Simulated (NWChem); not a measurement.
System meant: Si₃H₈O; SMILES [SiH2](O)[SiH2][SiH3]

The following NWChem deck was run.

```
start job
memory heap 200 mb stack 900 mb global 1100 mb
geometry units angstroms noautoz
  O     -0.237687     2.914939    -0.011781
  Si     0.581229     1.457021    -0.004749
  Si    -0.871006    -0.396020    -0.045068
  Si     0.335541    -2.411935     0.005943
  H     -0.888315     3.045544     0.684412
  H      1.473423     1.321815     1.193303
  H      1.429866     1.458248    -1.228950
  H     -1.782104    -0.352028     1.145870
  H     -1.729980    -0.355950    -1.271530
  H      1.299667    -2.461540    -1.136316
  H     -0.583296    -3.587414    -0.089947
  H      1.107518    -2.507819     1.283349
end
basis spherical
  * library def2-svp
end
dft
  xc pbe0
  iterations 4
  mulliken
end
task dft energy
```

End of the output:

```
    Atom       Charge   Shell Charges
 -----------   ------   -------------------------------------------------------
    1 O    8     8.23   1.97  0.88  0.60  2.71  2.05  0.01
    2 Si  14    13.62   2.00  1.93  0.67  0.35  5.82  1.28  1.15  0.42
    3 Si  14    13.91   2.00  1.94  0.71  0.39  5.82  1.37  1.50  0.17
    4 Si  14    13.77   2.00  1.94  0.69  0.37  5.82  1.34  1.41  0.19
    5 H    1     0.91   0.55  0.17  0.19
    6 H    1     1.10   0.64  0.43  0.02
    7 H    1     1.09   0.64  0.42  0.02
    8 H    1     1.07   0.63  0.42  0.03
    9 H    1     1.07   0.63  0.42  0.03
   10 H    1     1.08   0.63  0.42  0.03
   11 H    1     1.07   0.63  0.42  0.03
   12 H    1     1.08   0.63  0.42  0.03

 center of mass
 --------------
 x =  -0.00781873 y =   0.06233827 z =  -0.01043336

 moments of inertia (a.u.)
 ------------------
        1465.908328543269          -0.000000000000          -0.000000000000
          -0.000000000000         209.342517656651           0.000000000000
          -0.000000000000           0.000000000000        1608.178575513482

     Multipole analysis of the density
     ---------------------------------

     L   x y z        total         alpha         beta         nuclear
     -   - - -        -----         -----         ----         -------
     0   0 0 0     -0.000000    -29.000000    -29.000000     58.000000

     1   1 0 0     -0.255049     -0.127525     -0.127525      0.000000
     1   0 1 0     -0.058381     -0.029190     -0.029190      0.000000
     1   0 0 1      0.408910      0.204455      0.204455      0.000000

     2   2 0 0    -37.511943    -75.502440    -75.502440    113.492937
     2   1 1 0     -1.911927      0.149947      0.149947     -2.211820
     2   1 0 1     -1.121494     -0.107698     -0.107698     -0.906098
     2   0 2 0    -39.682478   -412.575626   -412.575626    785.468773
     2   0 1 1      2.923918     -0.054361     -0.054361      3.032641
     2   0 0 2    -37.242638    -35.233580    -35.233580     33.224523

 ------------------------------------------------------------------------
 dft energy failed                                                                                  0
 ------------------------------------------------------------------------
 ------------------------------------------------------------------------
  current input line :
    25: task dft energy
 ------------------------------------------------------------------------
 ------------------------------------------------------------------------
 This type of error is most commonly associated with calculations not reaching convergence criteria
 ------------------------------------------------------------------------
 For more information see the NWChem manual at https://nwchemgit.github.io

0:dft energy failed:Received an Error in Communication
```

Q: Find the fault in this run and fix the input.

A: The run did not converge; its last values are not results. Cause: the SCF was allowed too few iterations. This input runs:
```
start job
memory heap 200 mb stack 900 mb global 1100 mb
geometry units angstroms noautoz
  O     -0.237687     2.914939    -0.011781
  Si     0.581229     1.457021    -0.004749
  Si    -0.871006    -0.396020    -0.045068
  Si     0.335541    -2.411935     0.005943
  H     -0.888315     3.045544     0.684412
  H      1.473423     1.321815     1.193303
  H      1.429866     1.458248    -1.228950
  H     -1.782104    -0.352028     1.145870
  H     -1.729980    -0.355950    -1.271530
  H      1.299667    -2.461540    -1.136316
  H     -0.583296    -3.587414    -0.089947
  H      1.107518    -2.507819     1.283349
end
basis spherical
  O library def2-svp
  Si library def2-svp
  H library def2-svp
end
dft
  xc pbe0
  iterations 150
  mulliken
end
task dft energy
```
It converges to -947.74652 Ha (PBE0/def2-SVP).
